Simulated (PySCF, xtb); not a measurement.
ethynyl anion (C2H), SMILES [C-]#C, charge -1.

Harmonic wavenumbers (cm⁻¹) from GFN2-xTB in xtb 6.7.1 at its own minimum, in rising order: 684, 684, 1994, 2499.

Problem. What does PySCF with PBE-D3(BJ)/def2-TZVPD give at its own minimum? (An estimate is asked for; the answer gives what the named calculation found.)

Solution. 507, 507, 1838, 3273. Paired by order, the mean absolute difference is 321 cm⁻¹ and the zero-point energies are 8.4 and 8.8 kcal/mol.
